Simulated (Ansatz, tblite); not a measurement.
Forces on Zn2Te at its PBE-D4/def2-TZVP geometry. Charge 0, multiplicity 1.

In the def2 sets Te takes a core potential; there is no spin–orbit coupling. The xTB rows come from tblite. The restricted singlet is unstable towards broken spin symmetry in Hartree–Fock (as tested in another run); at PBE-D4/def2-TZVP this wasn't settled. Another isomer (triplet) lies 0.23 eV lower at PBE0-D4/def2-TZVP; other spin states weren't run for this one.

GFN1-xTB (tblite), largest force 1.16 eV/Å:

```xyz
3
positions Å, forces eV/Å
Zn   -0.709   -0.932    0.845   -0.903   -0.318    0.654
Zn    1.280   -0.456   -0.487    0.978    0.134   -0.606
Te   -0.572    1.388   -0.358   -0.075    0.184   -0.048
```

GFN2-xTB (tblite), largest force 1.11 eV/Å:

```
Zn -0.538 -0.677 0.627
Zn 0.948 -0.320 -0.369
Te -0.410 0.997 -0.258
```

PBE-D4/def2-TZVP (Ansatz), largest force 0.01 eV/Å:

```
Zn 0.006 0.000 -0.003
Zn -0.005 -0.003 0.004
Te -0.001 0.003 -0.001
```
